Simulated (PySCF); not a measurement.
An unknown is described by computed data only.

Formula: C4H5NO2.

* 1H NMR: chemical shifts (computed TMS as zero) by class: 6.67 (1 H), 2.60 (4 H) ppm [GIAO PBE0/pcSseg-1]
* Couplings: largest of the computed one-bond spin–spin couplings (means over like bonds): 13C–1H +140.1 (×4), 15N–1H -97.5, 13C–13C +48.1 (×2), 13C–13C +33.7, 17O–13C +27.6 (×2), 15N–13C -14.7 (×2) Hz [B3LYP/pcJ-1, spin–dipole term left out for some pairs]
* Dipole: 2.11 D [PBE0/pcSseg-1]
* 13C NMR: chemical shifts (computed TMS as zero) by class: 178.6 (2 C), 31.3 (2 C) ppm [GIAO PBE0/pcSseg-1]
* Rotational structure: rotational constants A, B, C: 5.969, 2.295, 1.692 GHz [GFN2-xTB]
* NMR, other nuclei: isotropic shieldings of nuclei other than C and H, by class: 67 (1 N), -131 (2 O) ppm [GIAO PBE0/pcSseg-1]

The electronic properties come from PySCF, for the isolated species, density fitting. Levels stand in brackets. Geometry: GFN2-xTB; no solvent, vibrations or thermal averaging. NMR values are class means; diastereotopic atoms form classes of their own.

Q: Give a SMILES that accounts for the data.

A: Numbering: `[O:1]=[C:2]1[CH2:3][CH2:4][C:5](=[O:6])[NH:7]1`. Its formula, C4H5NO2, gives 3 degrees of unsaturation: 1 ring and 2 π bonds in the structure found. 4 carbons fall into 2 classes; from least to most shielded: amide carbonyl carbon [C2/C5] (178.6 ppm, 2 C), sp3 carbon next to a carbonyl [C3/C4] (31.3 ppm, 2 C). Hydrogen classes from least to most shielded: 1 H on an amide nitrogen, N7 (6.67 ppm), 4 H on 2 like atoms (sp3 carbon next to a carbonyl), C3/C4 (2.60 ppm). The other shieldings belong to: 67 ppm, amide nitrogen [N7]; -131 ppm, amide oxygen [O1/O6]. The couplings run between: +140.1 Hz, sp3 carbon next to a carbonyl [C3] and its hydrogen (with 3 like pairs); -97.5 Hz, amide nitrogen [N7] and its hydrogen; +48.1 Hz, amide carbonyl carbon [C2] and sp3 carbon next to a carbonyl [C3] (with 1 like pair); +33.7 Hz, sp3 carbon next to a carbonyl [C3] and sp3 carbon next to a carbonyl [C4]; +27.6 Hz, amide oxygen [O1] and amide carbonyl carbon [C2] (with 1 like pair); -14.7 Hz, amide nitrogen [N7] and amide carbonyl carbon [C2] (with 1 like pair). The optimised geometry has point group C2v and is an asymmetric top. Structure: `O=C1CCC(=O)N1`. Computed isomers that give other values at the same levels: `CC(=O)OCC#N` (rotational constant A: 8.217 GHz; this holds for the one conformer computed); `Cc1cc(O)on1` (13C chemical shifts (computed TMS as zero) by class: 182.3 (1 C), 164.2 (1 C), 85.0 (1 C), 14.5 (1 C) ppm); `COc1ccon1` (13C chemical shifts (computed TMS as zero) by class: 178.9 (1 C), 165.8 (1 C), 102.7 (1 C), 58.0 (1 C) ppm). The assignments are read from this structure; whether some other isomer fits the data as well wasn't checked.
